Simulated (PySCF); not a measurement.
# Re⁺: ionisation energy

Re⁺ [Xe] 4f14 5d5 6s1 (7S) → Re²⁺ [Xe] 4f14 5d5 (6S), as a difference of total energies. Computed with PySCF 2.14 in aug-cc-pVDZ-PP with ECP60MDF, with a scalar-relativistic core potential. Correlated levels: valence: 5s2 5p6 frozen. The calculations carry no spin-orbit coupling.

```tsv
method	ionisation energy (eV)
UHF	15.716
MP2 (valence)	16.279
SCS-MP2 (valence)	15.904
CCSD (valence)	16.334
CCSD(T) (valence)	16.345
```

How much does correlation contribute at CCSD(T) (valence)?

16.345 − (15.716) = 0.629 eV, measured against UHF.

Errors of the correlated levels include the incompleteness of this basis and the frozen core.

For comparison: 16.6 ± 0.5 eV (semi-empirical (NIST evaluation); NIST Atomic Spectra Database, ionization energies).
